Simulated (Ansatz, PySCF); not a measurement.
Si(F)2(Br)(NH2) (BrF2H2NSi), SMILES F[Si](F)(Br)N. Atoms are numbered in the order given.

```xyz
7

N      1.4127    -1.6644     0.0000
Si    -0.0449    -0.8143     0.0000
F     -0.8789    -1.2186     1.3093
F     -0.8789    -1.2186    -1.3093
Br     0.0828     1.3835     0.0000
H      1.9711    -1.7396     0.8419
H      1.9711    -1.7396    -0.8419
```
Charge 0, spin multiplicity 1.

Geometry: PBE0-D3(BJ)/def2-SVP. The structure was generated by enumeration, and PubChem lists no compound with its InChIKey, so it may never have been made. One conformer was computed; it need not be the lowest.

Two levels are set side by side: PBE-D3(BJ)/def2-SVP (Ansatz, a program for electronic structure) and PBE0-D3(BJ)/def2-SVP (Ansatz). Each level has its own optimised geometry; the coordinates shown are those of the second. Frequencies come from the Hessian of PySCF at each geometry. Differences are taken from unrounded values.

```csv
quantity,PBE0-D3(BJ)
mean bond length (Å),1.521
bond N1–Si2 (Å),1.687
bond Si2–F3 (Å),1.604
bond Si2–F4 (Å),1.604
bond Si2–Br5 (Å),2.201
bond N1–H6 (Å),1.013
bond N1–H7 (Å),1.013
highest harmonic wavenumber (cm⁻¹),3731
mean harmonic wavenumber (cm⁻¹),980
zero-point energy (kcal/mol),21.01
```

### Question
What does PBE-D3(BJ) give, and how far is it from PBE0-D3(BJ)? (Estimate from the structure and the level; the computed values follow.)

### Answer

```
quantity                            PBE-D3(BJ)  PBE-D3(BJ) minus PBE0-D3(BJ)
----------------------------------  ----------  ----------------------------
mean bond length (Å)                     1.535                         0.015
bond N1–Si2 (Å)                          1.705                         0.018
bond Si2–F3 (Å)                          1.620                         0.016
bond Si2–F4 (Å)                          1.620                         0.016
bond Si2–Br5 (Å)                         2.222                         0.020
bond N1–H6 (Å)                           1.023                         0.010
bond N1–H7 (Å)                           1.023                         0.010
highest harmonic wavenumber (cm⁻¹)        3600                          -132
mean harmonic wavenumber (cm⁻¹)            951                           -29
zero-point energy (kcal/mol)             20.39                         -0.62
```

GGA bonds tend to be longer and softer than those of functionals with exact exchange. Differences between two approximate levels are no errors against the true value.
